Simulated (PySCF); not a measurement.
Compound: BH₂IO₂.
SMILES with atom numbers: `[OH:1][B:2]([OH:3])[I:4]` (hydrogens: H5 on O1; H6 on O3)

Theory: PySCF 2.14.0, PBE0-D3(BJ)/def2-SVP geometry optimisation, gas phase, def2 core potentials past Kr.

**Question.** What internal coordinates does the optimisation give?

**Answer.** 
| bond | length (Å) |
| --- | --- |
| O1–B2, B2–O3 | 1.347 |
| B2–I4 | 2.162 |
| O1–H5, O3–H6 | 0.964 |

Bonds in one row agree within 0.01 Å and their mean is given. A selection of angles:
| angle | degrees |
| --- | --- |
| B2–O1–H5 | 111.6 |
| O1–B2–O3 | 121.8 |
| O1–B2–I4 | 117.4 |
| O3–B2–I4 | 120.8 |
| B2–O3–H6 | 114.0 |

Torsions: H5–O1–B2–O3 0° (synperiplanar); H6–O3–B2–O1 180° (antiperiplanar).

B2 (three-coordinate boron) is planar (angles 121.8°, 120.8° and 117.4°, sum 360.0°, 0.00 Å off the plane of its three neighbours). The 4 heavy atoms lie in one plane (0.000 Å rms).

Point group: Cs (every atom within 0.08 Å of its image). PBE0-D3(BJ)/def2-SVP frequencies: not computed here. One conformer, not necessarily the lowest (H–O1–B2–O3 0°, O1–B2–O3–H 180°).
